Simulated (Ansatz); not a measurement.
`O[Si]([SiH3])(Cl)Br` + CH₄ → `C[Si](O)(Cl)Br` + SiH₄ at 600 K and 1 bar (formal exchange of groups at the Si–Si bond).

Gas-phase electronic energies from Ansatz, PBE0-D4/def2-TZVP geometries. CCSD(T)/CBS adds triple-zeta CCSD(T) − MP2 to the extrapolated MP2 energy (def2 sets, frozen cores). This one scheme is used for every species. For Br outer-core shells are correlated without core-valence functions, which leaves a few kJ/mol of doubt a bond. Scalar relativity is left out up to krypton. One conformer a species, not always the lowest.

```
              species  CCSD(T)/CBS energy (Eh)  H − E (kJ/mol)  S (J/(mol·K))
`O[Si]([SiH3])(Cl)Br`              -3688.98681           181.0          495.4
                  CH₄                -40.46206           140.4          215.7
     `C[Si](O)(Cl)Br`              -3437.98992           205.7          459.3
                 SiH₄               -291.46306           108.7          242.3
```

H − E and S are ideal-gas, rigid-rotor, harmonic terms from PBE0-D4/def2-TZVP, for one conformer and one mirror image of each species. 1 Eh = 2625.50 kJ/mol, R = 8.31446 J/(mol·K).

**Question.** By hand: ΔE, ΔH, ΔS and ΔG.

**Answer.** ΔE = (-3437.98992) + (-291.46306) − (-3688.98681) − (-40.46206) = -0.00411 Eh = -10.8 kJ/mol. Δ(H − E) = 205.7 + 108.7 − 181.0 − 140.4 = -7.0, so ΔH = -17.8 kJ/mol. ΔS = 459.3 + 242.3 − 495.4 − 215.7 = -9.5 J/(mol·K). ΔG = -17.8 − 600 × (-9.5)/1000 = -12.1 kJ/mol.

**Question.** By hand: the equilibrium constant, and the temperature at which ΔG would vanish if ΔH and ΔS stayed fixed.

**Answer.** log₁₀ K = −ΔG/(RT ln 10) = 1.1. ΔG = 0 at ΔH/ΔS = 1874 K, though so small a ΔS makes that figure unsure.

The number of gas molecules stays the same, so ΔS is small and ΔH decides. A doubt of 5 kJ/mol in ΔE shifts log₁₀ K by 0.4 here. Other conformers and mirror images would add mixing entropy, several J/(mol·K) or more a flexible species. These are equilibria of isolated gas molecules and say nothing of rates. Largest T1 diagnostic: 0.011 (customary marks: 0.02 for closed shells, 0.045 for open ones).
